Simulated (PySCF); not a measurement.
Ti(Cl)3(NH2) (Cl3H2NTi), SMILES [NH2][Ti]([Cl])([Cl])[Cl], multiplicity 1.

Geometry optimised at B3LYP-D3(BJ)/def2-SVP. The multiplicity is an assumed one; no other spin state was optimised. The isomer is the one that the SMILES or the coordinates give; other isomers of the formula were not compared. The values are those of a single conformer.

Two levels are set side by side: TDA-PBE/def2-SVPD (PySCF) and TDA-PBE0/def2-SVPD (PySCF). Vertical, same geometry. The lowest singlet is HOMO→LUMO 99 % with PBE and HOMO→LUMO 95 % with the other functional; states are paired by order. Differences are taken from unrounded values.

```csv
quantity,TDA-PBE0
lowest singlet excitation (eV),3.47
lowest triplet excitation (TDA) (eV),3.32
```

Task: What does TDA-PBE give, and how far is it from TDA-PBE0? (An estimate is asked for; the answer gives what the named calculation found.)

Result: 
```csv
quantity,TDA-PBE,TDA-PBE minus TDA-PBE0
lowest singlet excitation (eV),3.00,-0.47
lowest triplet excitation (TDA) (eV),2.86,-0.46
```

A lower first singlet is the usual sign of a functional without exact exchange. Differences between two approximate levels are no errors against the true value.

Rough cost on one machine, each run with all the roots and properties that it gave: TDA-PBE0 against TDA-PBE about 3 times.
